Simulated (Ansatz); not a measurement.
Steps of a relaxation of `[CH3][Sn]([CH3])([CH3])[F]` with RKS PBE0-D4/def2-TZVP.

```sh
$ ansatz run in.yaml --threads 4 --pin off --events-out ev --progress --plain --max-ram 11315MiB
```

```yaml
crystal:
  periodic: [false, false, false]
  atoms:
    - {symbol: C, position_ang: [-1.665009, 1.274924, -0.005440]}
    - {symbol: Sn, position_ang: [0.222168, 0.237297, -0.217407]}
    - {symbol: C, position_ang: [1.314827, 0.024542, 1.638390]}
    - {symbol: C, position_ang: [0.078670, -1.595211, -1.359488]}
    - {symbol: F, position_ang: [1.337792, 1.438860, -1.325167]}
    - {symbol: H, position_ang: [-2.364974, 0.664347, 0.598203]}
    - {symbol: H, position_ang: [-1.502010, 2.246350, 0.498862]}
    - {symbol: H, position_ang: [-2.105687, 1.450715, -1.005199]}
    - {symbol: H, position_ang: [1.446245, 1.017702, 2.108419]}
    - {symbol: H, position_ang: [0.755924, -0.634821, 2.331212]}
    - {symbol: H, position_ang: [2.308232, -0.419234, 1.436385]}
    - {symbol: H, position_ang: [-0.522844, -2.339909, -0.802005]}
    - {symbol: H, position_ang: [1.091415, -2.004792, -1.535812]}
    - {symbol: H, position_ang: [-0.407749, -1.389969, -2.332053]}
basis:
  gaussian: {orbitals: def2-TZVP}
hamiltonian: {xc: pbe0, dispersion: d4}
relax: {f_tol: 0.005, max_steps: 150}
```

Positions (Å) and forces (eV/Å) along the path, 5 of 5 steps:

```xyz
14
step=1 energy=-11803.6621 eV
C    -1.665    1.275   -0.005   -0.070    0.087   -0.018
Sn    0.222    0.237   -0.217    0.157    0.171   -0.158
C     1.315    0.025    1.638    0.087    0.020    0.068
C     0.079   -1.595   -1.359    0.021   -0.066   -0.090
F     1.338    1.439   -1.325   -0.433   -0.467    0.429
H    -2.365    0.664    0.598    0.347    0.293   -0.294
H    -1.502    2.246    0.499   -0.086   -0.477   -0.256
H    -2.106    1.451   -1.005    0.216   -0.078    0.498
H     1.446    1.018    2.108   -0.057   -0.494   -0.231
H     0.756   -0.635    2.331    0.268    0.321   -0.343
H     2.308   -0.419    1.436   -0.488    0.226    0.106
H    -0.523   -2.340   -0.802    0.293    0.368   -0.267
H     1.091   -2.005   -1.536   -0.503    0.202    0.079
H    -0.408   -1.390   -2.332    0.248   -0.107    0.477
14
step=2 energy=-11803.7359 eV
C    -1.639    1.261   -0.007   -0.200    0.059    0.050
Sn    0.194    0.208   -0.191    0.147    0.160   -0.148
C     1.298    0.027    1.612    0.067   -0.053    0.197
C     0.081   -1.571   -1.343   -0.044   -0.198   -0.071
F     1.291    1.389   -1.280   -0.007   -0.007    0.006
H    -2.341    0.667    0.590    0.039    0.127   -0.082
H    -1.471    2.222    0.488   -0.029   -0.134   -0.066
H    -2.070    1.436   -0.998    0.054   -0.025    0.140
H     1.429    1.012    2.071   -0.019   -0.139   -0.058
H     0.756   -0.624    2.307    0.120    0.091   -0.039
H     2.281   -0.408    1.407   -0.136    0.057    0.035
H    -0.513   -2.317   -0.803    0.085    0.048   -0.122
H     1.085   -1.969   -1.516   -0.141    0.049    0.025
H    -0.394   -1.363   -2.307    0.064   -0.035    0.134
14
step=3 energy=-11803.7409 eV
C    -1.646    1.258   -0.003   -0.035    0.038   -0.006
Sn    0.198    0.213   -0.196   -0.068   -0.074    0.067
C     1.296    0.023    1.618    0.038    0.007    0.034
C     0.077   -1.578   -1.341    0.007   -0.033   -0.039
F     1.294    1.391   -1.284   -0.009   -0.009    0.008
H    -2.367    0.692    0.589    0.051   -0.021   -0.009
H    -1.468    2.218    0.483   -0.009    0.026    0.004
H    -2.064    1.435   -0.993   -0.017    0.016   -0.016
H     1.428    1.008    2.064    0.015    0.016    0.017
H     0.780   -0.622    2.333   -0.023    0.009   -0.049
H     2.276   -0.403    1.404    0.027   -0.003    0.008
H    -0.511   -2.342   -0.829    0.008    0.050    0.024
H     1.082   -1.963   -1.514    0.017   -0.016   -0.016
H    -0.388   -1.360   -2.302   -0.003   -0.007   -0.027
14
step=4 energy=-11803.7429 eV
C    -1.647    1.263   -0.005   -0.018    0.002    0.006
Sn    0.196    0.210   -0.193    0.002    0.002   -0.003
C     1.301    0.025    1.620    0.003   -0.006    0.017
C     0.079   -1.579   -1.346   -0.006   -0.018   -0.003
F     1.291    1.389   -1.281   -0.002   -0.002    0.002
H    -2.359    0.688    0.589    0.008   -0.001   -0.002
H    -1.474    2.223    0.483    0.007   -0.001    0.000
H    -2.072    1.440   -0.993    0.006   -0.003   -0.003
H     1.432    1.008    2.072   -0.003    0.003   -0.005
H     0.775   -0.621    2.325   -0.001    0.003   -0.007
H     2.281   -0.403    1.411   -0.001    0.000   -0.007
H    -0.511   -2.334   -0.825    0.002    0.008    0.001
H     1.082   -1.970   -1.519    0.003    0.006    0.003
H    -0.388   -1.367   -2.308    0.000    0.007    0.001
14
step=5 energy=-11803.7429 eV
C    -1.648    1.263   -0.004    0.003   -0.002    0.000
Sn    0.195    0.209   -0.193   -0.002   -0.002    0.002
C     1.301    0.025    1.620   -0.002    0.000   -0.003
C     0.079   -1.579   -1.346    0.000    0.003    0.002
F     1.290    1.388   -1.281    0.002    0.002   -0.002
H    -2.360    0.688    0.590    0.000    0.001    0.000
H    -1.472    2.223    0.482   -0.001    0.000    0.000
H    -2.071    1.438   -0.993   -0.001    0.000    0.001
H     1.431    1.009    2.070    0.000   -0.001    0.001
H     0.776   -0.622    2.326    0.001    0.000    0.000
H     2.281   -0.403    1.409    0.000    0.000    0.001
H    -0.512   -2.334   -0.826    0.000    0.000   -0.001
H     1.083   -1.969   -1.517   -0.001   -0.001    0.000
H    -0.387   -1.365   -2.308    0.000   -0.001    0.000
```

Run time 22 s (4 threads of an Arm Neoverse V2 on a shared host); peak host memory 0.68 GiB.
